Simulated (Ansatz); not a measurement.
Worked example: SnBr2 + SiH3(CH3) → Sn(CH3)Br + SiH3Br

Gas-phase species: SnBr2 (tin(ii) bromide) `[Br][Sn][Br]`, singlet; SiH3(CH3), singlet; Sn(CH3)Br, singlet; SiH3Br `[SiH3]Br`, singlet. The partners trade Br for CH3: Sn–Br and Si–CH3 bonds give way to Sn–CH3 and Si–Br.

Shapes, held fixed at every level: PBE0-D4/def2-TZVP. Programs: Ansatz 0.2.0. The zero-point and thermal change to 298 K, harmonic and unscaled (PBE0-D4/def2-TZVP), is -2.5 kJ/mol.

At CCSD(T)/def2-TZVPP; 1 Eh = 2625.50 kJ/mol:

| species | energy (Eh) |
| --- | --- |
| SnBr2 | -5359.184829 |
| SiH3(CH3) | -330.690236 |
| Sn(CH3)Br | -2826.250486 |
| SiH3Br | -2863.596019 |

Task: Work out ΔH(298 K) of the reaction at this level.

Result: 
1. Products less reactants: (-2826.250486) + (-2863.596019) − [(-5359.184829) + (-330.690236)] = 0.028560 Eh = +75.0 kJ/mol.
2. With the thermal change: +75.0 + (-2.5) = +72.5 kJ/mol.

Other levels give +72.0 (CCSD/def2-TZVPP) to +86.5 kJ/mol (BHLYP-D4/def2-TZVPP). No measured value is set beside it here. For atoms past krypton def2 sets carry core potentials with scalar relativity. Relativity is left out for Br. Outer-core shells of Br, Sn are correlated, in sets that cover them unevenly. The median of the other correlated levels is +83.6 kJ/mol.
